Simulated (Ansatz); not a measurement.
`[CH3][In]([F])[Cl]` + `[SiH3]N[SiH3]` → `[F][In]([Cl])[N]([SiH3])[SiH3]` + CH₄ at 400 K and 1 bar (ligand exchange at the In–C bond).

Calculated with Ansatz (gas phase, PBE0-D4/def2-TZVP geometries, no zero-point term in ΔE). CCSD(T)/CBS adds triple-zeta CCSD(T) − MP2 to the extrapolated MP2 energy (def2 sets, frozen cores). This one scheme is used for every species. Elements past krypton have def2 core potentials. For In outer-core shells are correlated without core-valence functions, which leaves a few kJ/mol of doubt a bond. One conformer a species, not always the lowest.

| species | CCSD(T)/CBS energy (Eh) | H − E (kJ/mol) | S (J/(mol·K)) |
| --- | --- | --- | --- |
| `[CH3][In]([F])[Cl]` | -789.33016 | 130.9 | 394.1 |
| `[SiH3]N[SiH3]` | -637.10515 | 203.4 | 366.7 |
| `[F][In]([Cl])[N]([SiH3])[SiH3]` | -1385.98629 | 203.7 | 514.1 |
| CH₄ | -40.46206 | 131.3 | 197.2 |

H − E and S are ideal-gas, rigid-rotor, harmonic terms from PBE0-D4/def2-TZVP, for one conformer and one mirror image of each species. 1 Eh = 2625.50 kJ/mol, R = 8.31446 J/(mol·K).

**Question.** By hand: ΔE, ΔH, ΔS and ΔG.

**Answer.** ΔE = (-1385.98629) + (-40.46206) − (-789.33016) − (-637.10515) = -0.01304 Eh = -34.2 kJ/mol. Δ(H − E) = 203.7 + 131.3 − 130.9 − 203.4 = 0.7, so ΔH = -33.5 kJ/mol. ΔS = 514.1 + 197.2 − 394.1 − 366.7 = -49.5 J/(mol·K). ΔG = -33.5 − 400 × (-49.5)/1000 = -13.7 kJ/mol.

**Question.** By hand: the equilibrium constant, and the temperature at which ΔG would vanish if ΔH and ΔS stayed fixed.

**Answer.** log₁₀ K = −ΔG/(RT ln 10) = 1.8. ΔG = 0 at ΔH/ΔS = 677 K.

TΔS isn't small against ΔH here. A doubt of 5 kJ/mol in ΔE shifts log₁₀ K by 0.7 here. Other conformers and mirror images would add mixing entropy, several J/(mol·K) or more a flexible species. Modes under 60 cm⁻¹, often nearly free rotors, make the harmonic entropy too high. These are equilibria of isolated gas molecules and say nothing of rates. Largest T1 diagnostic: 0.015 (customary marks: 0.02 for closed shells, 0.045 for open ones).
